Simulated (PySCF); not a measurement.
C7H10O2.
Z-matrix (Å and degrees, PBE0-D3(BJ)/def2-SVP geometry), rows numbered from 1:
```
O 
C   1  1.2006
C   2  1.5016  1  124.07
C   3  1.5489  2  113.19  1    99.75
C   4  1.5456  3  100.51  2   153.42
C   5  1.5365  4  101.19  3    -0.23
C   6  1.5372  5  109.90  4    74.03
C   3  1.5355  2  116.94  1   -28.69
O   3  1.4202  2  110.15  1  -146.51
H   2  1.1209  1  122.22  3   178.16
H   4  1.0984  3  111.92  2   -84.77
H   4  1.1003  3  110.46  2    35.68
H   5  1.0995  4  113.25  3   120.49
H   5  1.0989  4  111.25  3  -117.62
H   6  1.0976  5  115.24  4  -153.69
H   7  1.0995  6  112.44  5    48.29
H   7  1.0991  6  110.37  5   168.80
H   8  1.0986  3  110.04  2   -36.03
H   8  1.0980  3  112.20  2    83.76
```

Level: PBE0/def2-SVPD in PySCF, non-relativistic, on one gas-phase PBE0-D3(BJ)/def2-SVP geometry that isn't relaxed in the solvent. The solvent is an IEF-PCM continuum (van der Waals radii × 1.2), and excitations are vertical TDDFT with non-equilibrium linear response and a frozen core. Only the electrostatic response of the medium enters.

```tsv
run	E − E(gas) (kcal/mol)	HOMO (eV)	HOMO–LUMO gap (eV)	dipole (D)	lowest singlet (eV)	static polarisability (au)
gas	0.00	-7.56	6.58	3.25	4.22	82.1
P	-5.10	-7.67	6.61	4.06	4.29	105.5
Q	-6.10	-7.69	6.62	4.23	4.31	111.4
```

Task: The runs were made in methanol and tetrahydrofuran. Which run belongs to which solvent?

Result: P = tetrahydrofuran, Q = methanol. The dielectric constants are 7.426 (tetrahydrofuran), 32.61 (methanol), and the energy falls further as ε rises. The optical constants n² used for the excitations are 1.97, 1.77 in the same order. In this model the ground state sees the solvent through ε alone.

Task: How constant is the ratio of the lowering to (ε − 1)/(2ε + 1)?

Result: 
```csv
solvent,(ε − 1)/(2ε + 1),E − E(gas) (kcal/mol),ratio (kcal/mol),polarisation term (kcal/mol)
tetrahydrofuran,0.405,-5.10,-12.6,-5.84
methanol,0.477,-6.10,-12.8,-7.18
```

The ratio changes by +1.5 % in size from tetrahydrofuran to methanol. The polarisation term is half the interaction of the solute with the induced surface charges.
